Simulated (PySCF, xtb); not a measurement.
Bi(TeH)3 (BiH₃Te₃), SMILES [TeH][Bi]([TeH])[TeH].

GFN2-xTB (xtb) at its own geometry gives an orbital gap of 3.88 eV and a dipole moment of 4.15 D.

The structure is a stationary point at B3LYP-D3(BJ)/def2-SVP. The structure was generated by enumeration; whether it is a known compound was not checked. The def2 effective core potentials stand for the cores of Bi, Te; spin–orbit coupling is left out.

### Question
What does HF/def2-TZVP in PySCF give? (The exact figures need the calculation; the answer reports its results.)

### Answer
gap 8.77 eV (levels -8.34 and 0.43 eV), dipole 2.59 D.
